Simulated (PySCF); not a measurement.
C4H10OSi, SMILES C=C([SiH2]O)CC.

The structure is a stationary point at B3LYP-D3(BJ)/def2-SVP. This is a generated structure with no PubChem entry under its InChIKey; it may be hypothetical. Other conformers were not sampled.

Computed with B3LYP-D3(BJ)/def2-SVP in PySCF.

Frequencies are harmonic and unscaled.

```tsv
mode	ν (cm⁻¹)	IR (km/mol)	moving atoms (share of kinetic energy)
1	62	2.4	C 37 %, O 32 %, H 24 %
2	81	0.6	H 49 %, C 36 %, Si 12 %
3	153	1.0	C 41 %, O 33 %, H 20 %
4	234	92.7	H 89 %
5	266	0.7	H 87 %, C 12 %
6	280	16.1	C 42 %, O 28 %, H 21 %, Si 10 %
7	330	4.2	C 60 %, H 27 %
8	344	2.3	H 55 %, C 44 %
9	426	30.6	Si 40 %, C 32 %, H 23 %
10	604	52.5	H 77 %, C 12 %, Si 10 %
11	677	10.1	C 55 %, H 32 %, Si 11 %
12	685	43.7	H 90 %
13	762	28.5	H 87 %, C 9 %
14	813	2.8	H 87 %, C 13 %
15	829	127.3	O 47 %, H 39 %, Si 14 %
16	877	24.7	C 50 %, H 47 %
17	889	71.0	H 73 %, O 18 %, Si 8 %
18	930	266.2	H 67 %, Si 21 %
19	964	25.3	H 74 %, C 25 %
20	969	101.9	H 87 %, Si 9 %
21	1026	0.2	H 53 %, C 47 %
22	1071	7.9	C 51 %, H 48 %
23	1096	2.0	H 62 %, C 38 %
24	1192	5.9	C 53 %, H 45 %
25	1286	1.3	H 88 %, C 12 %
26	1369	3.8	H 63 %, C 37 %
27	1397	2.6	H 72 %, C 28 %
28	1426	6.5	H 84 %, C 16 %
29	1448	9.4	H 92 %, C 8 %
30	1470	6.4	H 97 %
31	1481	2.2	H 95 %
32	1681	2.0	C 88 %, H 12 %
33	2183	158.8	H 97 %
34	2241	121.0	H 97 %
35	3000	22.7	H 94 %
36	3027	13.6	H 91 %, C 9 %
37	3032	20.0	H 97 %
38	3112	24.3	H 91 %, C 9 %
39	3115	21.6	H 91 %, C 9 %
40	3123	11.1	H 95 %
41	3210	7.9	H 89 %, C 11 %
42	3875	80.0	H 94 %
```
